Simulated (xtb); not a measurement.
CH2Cl6Si2, charge -1, doublet, at a GFN2-xTB geometry (a state made from the parent by changing its charge; the spin is typed, not shown lowest); GFN1-xTB in xtb.

xtb was given this input:
```
$ xtb mol.xyz --gfn 1 --chrg -1 --uhf 1 --json

# file mol.xyz
11

Cl     3.08799008    -0.39677225    -1.26569421
Si     1.47398113     0.29321702    -0.19461162
Cl     2.17933231     0.66766398     1.66884890
Cl     0.97661910     2.06905610    -1.02181231
C      0.10544345    -0.99510331    -0.21573527
Si    -1.63560367    -0.25343323     0.20330251
Cl    -2.05187644     0.25737694    -1.98728099
Cl    -1.20310332    -0.20377725     2.43948372
Cl    -2.91612256    -1.88424425     0.27626352
H      0.33616261    -1.78103735     0.50587682
H      0.05562643    -1.46347131    -1.19988467
```

Output, abridged:

```
   ID    Z sym.   atoms
    1   17 Cl     1, 3, 4, 7-9
    2   14 Si     2, 6
    3    6 C      5
    4    1 H      10, 11

           -------------------------------------------------
          |                Calculation Setup                |
           -------------------------------------------------

           -------------------------------------------------
          |                 G F N 1 - x T B                 |
           -------------------------------------------------

          ...................................................
          :                      SETUP                      :
          :.................................................:
          :  # basis functions                  88          :
          :  # atomic orbitals                  80          :
          :  # shells                           30          :
          :  # electrons                        57          :
          :  # halogen bonds                     0          :
          :  max. iterations                   250          :
          :  Hamiltonian                  GFN1-xTB          :
          :  restarted?                      false          :
          :  GBSA solvation                  false          :
          :  PC potential                    false          :
          :  electronic temp.          300.0000000     K    :
          :  accuracy                    1.0000000          :
          :  -> integral cutoff          0.2500000E+02      :
          :  -> integral neglect         0.1000000E-07      :
          :  -> SCF convergence          0.1000000E-05 Eh   :
          :  -> wf. convergence          0.2000000E-04 e    :
          :  Broyden damping             0.4000000          :
          :  net charge                         -1          :
          :  unpaired electrons                  1          :
          ...................................................

 iter      E             dE          RMSdq      gap      omega  full diag
   1    -33.0837334 -0.330837E+02  0.766E+00    3.83       0.0  T
   2    -33.0955417 -0.118084E-01  0.457E+00    3.55       1.0  T
   3    -33.0937285  0.181319E-02  0.507E-01    3.46       1.0  T
   4    -33.0968705 -0.314191E-02  0.118E-01    3.31       1.0  T
   5    -33.0968977 -0.272322E-04  0.589E-02    3.38       1.0  T
   6    -33.0969249 -0.272412E-04  0.224E-02    3.37       1.3  T
   7    -33.0969302 -0.529168E-05  0.653E-03    3.37       4.6  T
   8    -33.0969303 -0.124936E-06  0.788E-04    3.37      38.3  T
   9    -33.0969303 -0.761919E-08  0.231E-04    3.37     130.8  T
  10    -33.0969303 -0.480206E-09  0.305E-05    3.37     989.3  T
  11    -33.0969303 -0.169109E-11  0.870E-06    3.37    3466.6  T

   *** convergence criteria satisfied after 11 iterations ***

         :::::::::::::::::::::::::::::::::::::::::::::::::::::
         ::                     SUMMARY                     ::
         :::::::::::::::::::::::::::::::::::::::::::::::::::::
         :: total energy             -33.000998290704 Eh    ::
         :: gradient norm              0.018677662942 Eh/a0 ::
         :: HOMO-LUMO gap              3.369258245279 eV    ::
         ::.................................................::
         :: SCC energy               -33.096930349119 Eh    ::
         :: -> electrostatic           0.082180857856 Eh    ::
         :: repulsion energy           0.106201346324 Eh    ::
         :: dispersion energy         -0.010269287909 Eh    ::
         :: halogen bond corr.         0.000000000000 Eh    ::
         :: add. restraining           0.000000000000 Eh    ::
         :: total charge              -1.000000000000 e     ::
         :::::::::::::::::::::::::::::::::::::::::::::::::::::

           -------------------------------------------------
          |                Property Printout                |
           -------------------------------------------------

    * Orbital Energies and Occupations

[...]
        21        2.0000           -0.3381252              -9.2009
        22        2.0000           -0.3335119              -9.0753
        23        2.0000           -0.3204303              -8.7194
        24        2.0000           -0.3177410              -8.6462
        25        2.0000           -0.3140837              -8.5467
        26        2.0000           -0.3115157              -8.4768
        27        2.0000           -0.3061796              -8.3316
        28        2.0000           -0.2824049              -7.6846
        29        1.0000           -0.1570207              -4.2727 (HOMO)
        30                         -0.0332027              -0.9035 (LUMO)
        31                         -0.0232627              -0.6330
        32                         -0.0199654              -0.5433
        33                         -0.0010837              -0.0295
        34                          0.0077147               0.2099
        35                          0.0457919               1.2461
        36                          0.0498328               1.3560
        37                          0.0647582               1.7622
        38                          0.0680415               1.8515
        39                          0.0722800               1.9668
        40                          0.0738360               2.0092
       ...                                ...                  ...
        80                          1.2310580              33.4988
      -------------------------------------------------------------
                  HL-Gap            0.1238180 Eh            3.3693 eV
             Fermi-level           -0.1574122 Eh           -4.2834 eV

  Mulliken/CM5 charges         n(s)   n(p)   n(d)
     1Cl   -0.21754 -0.17560   1.895  5.332 -0.009
     2Si    0.39134  0.20641   1.060  1.437  1.112
     3Cl   -0.15588 -0.11037   1.889  5.277 -0.010
     4Cl   -0.14066 -0.09370   1.888  5.263 -0.010
     5C    -0.16958 -0.19903   1.015  3.155  0.000
     6Si    0.31536  0.18202   1.282  1.531  0.872
     7Cl   -0.43529 -0.41212   1.928  5.505  0.003
     8Cl   -0.42697 -0.40277   1.927  5.498  0.002
     9Cl   -0.24375 -0.20379   1.899  5.346 -0.001
    10H     0.04095  0.10383   0.959  0.000  0.000
    11H     0.04201  0.10514   0.958  0.000  0.000

Wiberg/Mayer (AO) data.
largest (>0.10) Wiberg bond orders for each atom

 ---------------------------------------------------------------------------
     #   Z sym  total        # sym  WBO       # sym  WBO       # sym  WBO
 ---------------------------------------------------------------------------
     1  17 Cl   1.280 --     2 Si   1.189
     2  14 Si   5.058 --     4 Cl   1.293     3 Cl   1.281     1 Cl   1.189
                             5 C    1.062     6 Si   0.114
     3  17 Cl   1.371 --     2 Si   1.281
     4  17 Cl   1.392 --     2 Si   1.293
     5   6 C    3.955 --     2 Si   1.062    11 H    0.911    10 H    0.909
                             6 Si   0.896
     6  14 Si   4.064 --     9 Cl   1.195     8 Cl   0.900     5 C    0.896
                             7 Cl   0.888     2 Si   0.114
     7  17 Cl   0.972 --     6 Si   0.888
     8  17 Cl   0.985 --     6 Si   0.900
     9  17 Cl   1.265 --     6 Si   1.195
    10   1 H    1.011 --     5 C    0.909
    11   1 H    1.013 --     5 C    0.911
 ---------------------------------------------------------------------------

Topologies differ in total number of bonds
Writing topology from bond orders to xtbtopo.mol

 dipole moment from electron density (au)
     X       Y       Z
   2.3097   0.0191  -0.3021  total (Debye):    5.921

           -------------------------------------------------
          | TOTAL ENERGY              -33.000998290704 Eh   |
          | GRADIENT NORM               0.018677662942 Eh/α |
          | HOMO-LUMO GAP               3.369258245279 eV   |
           -------------------------------------------------

normal termination of xtb
```
